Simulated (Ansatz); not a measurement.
(1) Predict a relaxed structure of Sn(SiH3)H3 (SiSnH6), charge 0, singlet, at PBE-D4/def2-TZVP (Ansatz).

Results:

(1) 
```xyz
8

Sn    1.0133   -0.5905   -0.4353
Si   -1.0721    0.6248    0.4606
H    -1.8835   -0.3004    1.3110
H    -1.9203    1.1010   -0.6756
H    -0.6675    1.8050    1.2856
H     0.5707   -2.0056   -1.3084
H     2.0493   -1.0630    0.8546
H     1.9101    0.4286   -1.4925
```
Point group C3 (tolerance 0.1 Å). This is one stationary point.

In the def2 sets Sn takes a core potential; there is no spin–orbit coupling.
